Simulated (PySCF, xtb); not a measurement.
CH₃AlFI, SMILES [CH3][Al]([F])[I].

Harmonic wavenumbers (cm⁻¹) from xtb with GFN2-xTB at its own minimum, in rising order: 35, 99, 138, 195, 364, 597, 601, 660, 802, 1288, 1428, 1441, 2944, 2948, 2960.

Task: What does B3LYP-D3(BJ)/def2-SVP run with PySCF give at its own minimum? (The exact figures need the calculation; the answer reports its results.)

Result: 16, 134, 178, 199, 329, 649, 655, 704, 879, 1216, 1421, 1427, 3026, 3110, 3137. Paired by order, the mean absolute difference is 58 cm⁻¹ and the zero-point energies are 23.6 and 24.4 kcal/mol.
